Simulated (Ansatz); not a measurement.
Start from `N[SiH2]OP` and change one atom or group to get `N[SiH2]O[SiH2]N`.

Ansatz, PBE0-D4/def2-TZVP geometries, multiplicity 1. Each molecule was computed in one conformer, which needn't be the lowest.

| property | `N[SiH2]OP` |
| --- | --- |
| size of the dipole moment (PBE/def2-TZVPP) / D | 1.48 |
| LUMO energy (PBE/def2-TZVPP) / eV | -1.03 |
| LUMO energy (ωB97M-V/def2-TZVPP) / eV | 1.72 |
| HOMO–LUMO gap (B3LYP/def2-TZVPP) / eV | 6.55 |
| LUMO energy (PBE0/def2-TZVPP) / eV | -0.09 |
| HOMO energy (PBE/def2-TZVPP) / eV | -5.82 |

**Question.** What does the change do to each property? (Estimate.)

**Answer.** Computed: 
| property | `N[SiH2]O[SiH2]N` | shift |
| --- | --- | --- |
| size of the dipole moment (PBE/def2-TZVPP) / D | 2.52 | 1.04 |
| LUMO energy (PBE/def2-TZVPP) / eV | -0.18 | 0.85 |
| LUMO energy (ωB97M-V/def2-TZVPP) / eV | 2.03 | 0.31 |
| HOMO–LUMO gap (B3LYP/def2-TZVPP) / eV | 7.70 | 1.15 |
| LUMO energy (PBE0/def2-TZVPP) / eV | 0.63 | 0.72 |
| HOMO energy (PBE/def2-TZVPP) / eV | -6.17 | -0.35 |

With PBE0 the HOMO falls by 0.57 eV and the LUMO rises by 0.72 eV, so the gap widens by about 1.29 eV. PBE moves the HOMO by -0.35 eV and ωB97M-V by -0.75 eV. Dipoles are sizes alone; their direction can turn.

B3LYP here is the variant with VWN-RPA as its local correlation; programs differ in this.
